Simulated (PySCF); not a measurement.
# Ag+: ionisation energy

Ag+ [Kr] 4d10 (1S) → Ag(2+) [Kr] 4d9 (2D), as a difference of total energies. Computed with PySCF 2.14 in aug-cc-pwCVTZ-PP with ECP28MDF (8s8p7d4f3g, 122 functions), with scalar relativity through the core potential. Correlated levels: valence and next inner shell: nothing frozen outside the core potential. The calculations carry no spin-orbit coupling.

```csv
method,ionisation energy (eV)
UHF,19.659
MP2 (valence and next inner shell),21.820
SCS-MP2 (valence and next inner shell),21.541
CCSD (valence and next inner shell),21.299
CCSD(T) (valence and next inner shell),21.441
```

Task: How much does correlation contribute at CCSD(T) (valence and next inner shell)?

Result: 21.441 − (19.659) = 1.782 eV, measured against UHF.

The reference lies between the lowest fine-structure levels, while these numbers refer to the centres of the terms.

Errors of the correlated levels include the incompleteness of this basis.

For comparison: 21.484 eV (measured; NIST Atomic Spectra Database, ionization energies).
